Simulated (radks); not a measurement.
Spherical quantum dot in the effective-mass picture: electrons in a well V = -V0 / (1 + exp((r - R)/a)) with V0 = 3.21, R = 12.3, a = 1.1, all in effective atomic units (hartree* = m*/eps^2 hartree, bohr* = eps/m* bohr), one dielectric constant everywhere. Method: non-relativistic Kohn-Sham, LDA (Slater exchange, Perdew-Wang correlation), spin-polarised, spherical densities; computed with a radial shooting solver with Libxc functionals. Levels are named by radial order and angular momentum (1s, 1p, 1d, 2s, ...), and open shells are averaged over m.

N = 12, configuration 1s2 1p6 1d(up 4, down 0). This is the lowest configuration that the search found (a dilute case). Occupied and some empty levels:

level,occupation,eigenvalue (hartree*),<r> (bohr*)
1s up,1,-1.8074,7.510
1s down,1,-1.7905,7.468
1p up,3,-1.7868,7.704
1p down,3,-1.7696,7.688
1d up,4,-1.7496,7.924
1d down,0,-1.7321,7.925
1f up,0,-1.6982,8.139
1f down,0,-1.6806,8.150
2s up,0,-1.6262,5.469
2s down,0,-1.6184,5.408
2p up,0,-1.5701,6.310
2p down,0,-1.5601,6.270

Energy (hartree*): total -29.3291, kinetic 1.0678, external -37.309, Hartree 8.5592, exchange-correlation -1.6470.
